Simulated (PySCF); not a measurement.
B3LYP has the VWN-RPA correlation part, as in Gaussian. Excitations are Tamm–Dancoff values on a coarser integration grid. The basis has no diffuse functions, so Rydberg states are missing or too high.

Z-matrix (Å, degrees):
```
B
O 1 1.3626
H 2 0.9646 1 112.90
O 1 1.3644 2 117.63 3 -0.06
H 4 0.9585 1 114.57 2 -179.74
Si 1 2.0356 2 114.74 3 179.95
O 6 1.6528 1 108.80 2 2.81
H 7 0.9595 6 114.25 1 -2.75
H 6 1.4917 7 109.51 8 -124.73
H 6 1.4924 9 105.99 7 118.53
```
Charge 0, spin multiplicity 1.

Problem. Predict the LUMO, S1 excitation (TDA) and T1 excitation (TDA) from B3LYP-D3(BJ)/def2-TZVP // PBE0-D4/def2-TZVP in PySCF.

Solution. 
```json
{
  "LUMO": "-0.34 eV",
  "S1 excitation (TDA)": "6.52 eV",
  "T1 excitation (TDA)": "5.40 eV"
}
```
